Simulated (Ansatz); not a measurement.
Computed with Ansatz on PBE0-D4/def2-TZVP structures; ΔE is electronic, products minus reactants. CCSD(T)/CBS adds triple-zeta CCSD(T) − MP2 to the extrapolated MP2 energy (def2 sets, frozen cores). DFT in def2-TZVPP. B3LYP here is the variant with VWN-RPA as its local correlation; programs differ in this. Elements past krypton have def2 core potentials. For Te outer-core shells are correlated without core-valence functions, which leaves a few kJ/mol of doubt a bond. Each species was taken in one conformer, which may not be the lowest.

Consider the cleavage of the Si–Al bond: `F[CH2][Al]([SiH3])[SiH3]` + `O=C[TeH]` → `O=C[Te][SiH3]` + `F[CH2][AlH][SiH3]`.

`F[CH2][Al]([SiH3])[SiH3]`:

Z-matrix (Å, degrees):
```
C
Al 1 1.986
F 1 1.399 2 112.0
H 1 1.099 2 111.7 3 120.9
H 1 1.099 2 111.7 3 -120.9
Si 2 2.461 1 118.0 3 180.0
Si 2 2.456 1 118.3 3 -0.1
H 6 1.491 2 113.6 1 -0.0
H 6 1.492 2 110.5 1 120.8
H 6 1.492 2 110.5 1 -120.9
H 7 1.490 2 112.5 1 179.1
H 7 1.491 2 110.5 1 -60.5
H 7 1.491 2 110.7 1 58.6
```

`O=C[TeH]`:

Cartesian coordinates in Å:
```
O -1.383 -1.030 -0.703
C -0.411 -0.389 -0.463
Te -0.007 0.475 1.458
H 0.381 -0.176 -1.205
H 1.420 1.120 0.912
```

`O=C[Te][SiH3]`:

Z-matrix (Å, degrees):
```
Si
Te 1 2.492
H 1 1.489 2 104.8
H 1 1.483 2 111.3 3 118.8
H 1 1.483 2 111.3 3 -118.8
C 2 2.162 1 92.1 3 0.1
O 6 1.185 2 123.4 1 180.0
H 6 1.108 2 112.4 1 -0.0
```

`F[CH2][AlH][SiH3]`:

Z-matrix (Å, degrees):
```
C
Al 1 1.984
F 1 1.400 2 111.4
H 1 1.098 2 112.0 3 120.7
H 1 1.098 2 112.0 3 -120.7
Si 2 2.454 1 118.8 3 0.0
H 2 1.592 1 116.8 3 -180.0
H 6 1.491 2 110.5 1 59.2
H 6 1.490 2 112.8 1 179.8
H 6 1.491 2 110.5 1 -59.6
```

| level | ΔE (kcal/mol) | difference from CCSD(T)/CBS |
| --- | --- | --- |
| PBE-D4 | -9.5 | 2.8 |
| r2SCAN-D4 | -10.9 | 1.4 |
| PBE0-D4 | -10.2 | 2.1 |
| B3LYP-D4 | -11.2 | 1.1 |
| ωB97X-V | -11.0 | 1.3 |
| ωB97M-V | -12.2 | 0.1 |
| PBE | -9.1 | 3.2 |
| r2SCAN | -10.9 | 1.4 |
| PBE0 | -10.0 | 2.3 |
| HF/def2-TZVPP | -12.1 | 0.2 |
| MP2/def2-TZVPP | -14.0 | -1.7 |
| SCS-MP2/def2-TZVPP | -13.0 | -0.7 |
| CCSD/def2-TZVPP | -10.4 | 1.9 |
| CCSD(T)/def2-TZVPP | -10.6 | 1.7 |
| HF/def2-QZVPP | -12.2 | 0.1 |
| HF/CBS(def2) | -12.3 | 0.0 |
| CCSD(T)/CBS | -12.3 | 0 |

Largest T1 diagnostic among the species: 0.016.

From PBE to PBE0 (25 % exact exchange), in def2-TZVPP and without D4, ΔE moves by −0.8 kcal/mol.
